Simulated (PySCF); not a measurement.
Computed shifts of a molecule C₄H₁₂Si₂, PBE/pcSseg-1 run with PySCF, GIAO, gas phase, atoms alike by connectivity averaged where their shifts nearly agree, in ppm (number of nuclei): ¹³C: 38.8 (1), 36.4 (1), 20.6 (1), 18.0 (1). ²⁹Si: -46.2 (1), -65.4 (1). ¹H: 4.89 (1), 4.74 (1), 4.64 (1), 4.56 (1), 2.21 (1), 2.00 (1), 1.99 (1), 1.68 (1), 1.28 (3), 1.28 (1). References: ¹³C against TMS (σ = 182.0 ppm); ²⁹Si against TMS (σ = 335.4 ppm); ¹H against TMS (σ = 31.49 ppm), references at their B3LYP-D3(BJ)/def2-TZVP geometries, non-relativistic. The structure is a stationary point at B3LYP-D3(BJ)/def2-SVP. The values are those of a single conformer.

### Question
Which structure fits?
(A) CC[C@@H]1C[SiH2][SiH2]1
(B) [SiH3]C/C=C/C[SiH3]
(C) C[SiH2]/C=C/[SiH2]C
(D) CC(C)=C[SiH2][SiH3]

### Answer
A, CC[C@@H]1C[SiH2][SiH2]1
